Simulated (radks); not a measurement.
Q: All-electron atom: Br+ in [Ar] 3d10 4s1 4p5 (not the ground configuration). All-electron calculation, scalar-relativistic Kohn-Sham, PBE, spin-unpolarised, spherical densities, point nucleus. Program: a radial shooting solver on a logarithmic mesh with Libxc functionals. Some entries of the table are withheld. Estimate them.

orbital  occ.  eigenvalue (Ry)  r(max) (bohr)
1s          2        -979.8192        0.02791
2s          2        -128.3262            (1)
2p          6        -113.2928            (2)
3s          2              (3)         0.4840
3p          6        -13.69276         0.4811
3d         10         -5.84167         0.4310
4s          1         -2.29412            (4)
4p          5         -1.33248          1.615

A: 
(1) 2s r(max) (bohr): 0.1592
(2) 2p r(max) (bohr): 0.1274
(3) 3s eigenvalue (Ry): -18.44034
(4) 4s r(max) (bohr): 1.402
